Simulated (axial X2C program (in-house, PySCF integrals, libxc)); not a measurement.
**Potential curves of CdB, 2c**

Computed with an in-house relativistic program for diatomic molecules. Two-component (2c) means X2C with spin–orbit coupling and atomic mean-field two-electron Coulomb and Gaunt terms. Basis: Cd dyall-v3z [12s12p8d3f2g], B dyall-v3z [7s6p2d1f] (cores contracted in-house); Gaussian nuclei, density fitting, unrestricted open shells. Masses: Cd 113.903 u, B 11.009 u.

State: Ω = 1/2 (⟨Sz⟩ = -0.50, ⟨Lz⟩ = 1.00 at TPSSh). Energies in kJ/mol from the fragments at the same level (Cd + B). Fits are polynomials in 1 − R0/R over 0.85 to 1.23 times the lowest point R0.

```json
{"R (Å)": "2.1010", "TPSSh": "-9.28", "BP86": "-29.23", "PBE0": "-18.07"}
{"R (Å)": "2.1977", "TPSSh": "-21.45", "BP86": "-40.16", "PBE0": "-30.68"}
{"R (Å)": "2.2701", "TPSSh": "-26.21", "BP86": "-44.10", "PBE0": "-35.74"}
{"R (Å)": "2.3426", "TPSSh": "-28.30", "BP86": "-45.47", "PBE0": "-38.13"}
{"R (Å)": "2.4150", "TPSSh": "-28.45", "BP86": "-44.96", "PBE0": "-38.56"}
{"R (Å)": "2.4995", "TPSSh": "-26.89", "BP86": "-42.72", "PBE0": "-37.36"}
{"R (Å)": "2.5841", "TPSSh": "-24.10", "BP86": "-39.34", "PBE0": "-34.96"}
{"R (Å)": "2.6927", "TPSSh": "-19.49", "BP86": "-34.10", "PBE0": "-30.88"}
{"R (Å)": "2.8255", "TPSSh": "-13.22", "BP86": "-27.21", "PBE0": "-25.32"}
{"R (Å)": "3.0187", "TPSSh": "-4.27", "BP86": "-17.64", "PBE0": "-17.47"}
```

The state is a single determinant with fixed occupations, the lowest that a limited PBE0 search found. De is counted from the lowest determinant-based energies of the atoms at the same level, without counterpoise correction. Density functionals use the spin component along the axis (collinear). The 2c atoms are single determinants rather than J levels; their spin–orbit lowering is only partly caught, and De is too large by that part. This holds for TPSSh, BP86, PBE0. PBE0 can misorder states that lie within some tenths of an eV, so this need not be the ground state of the molecule. The nearest other 2c determinant of the search, Ω = 3/2, lies 0.02 eV up at the distance of the search. The functionals have no current-density term, which raises determinants with orbital currents, atoms included. The atomic limit has a lower orbital projection than the molecule and lies lower at mean-field level, so De may be about a tenth of an eV too small. The bond is weak and the correlated curve of this state has no minimum in the scanned range, so this well may be an artefact of the functional.

(1) Fit the TPSSh curve near its minimum: give the equilibrium distance, the harmonic wavenumber and the well depth.

(2) Fit the BP86 curve near its minimum: give the equilibrium distance, the harmonic wavenumber and the well depth.

(3) What are Re, ωe and De at the PBE0 level?

## Answers

(1) At TPSSh, 2c: Re = 2.384 Å, ωe ≈ 292 cm⁻¹, De = 0.30 eV to Cd + B; Be follows as 0.295 cm⁻¹.

(2) At BP86, 2c: Re = 2.355 Å, ωe ≈ 306 cm⁻¹, De = 0.47 eV to Cd + B; Be follows as 0.303 cm⁻¹.

(3) At PBE0, 2c: Re = 2.398 Å, ωe ≈ 282 cm⁻¹, De = 0.40 eV to Cd + B; Be follows as 0.292 cm⁻¹.
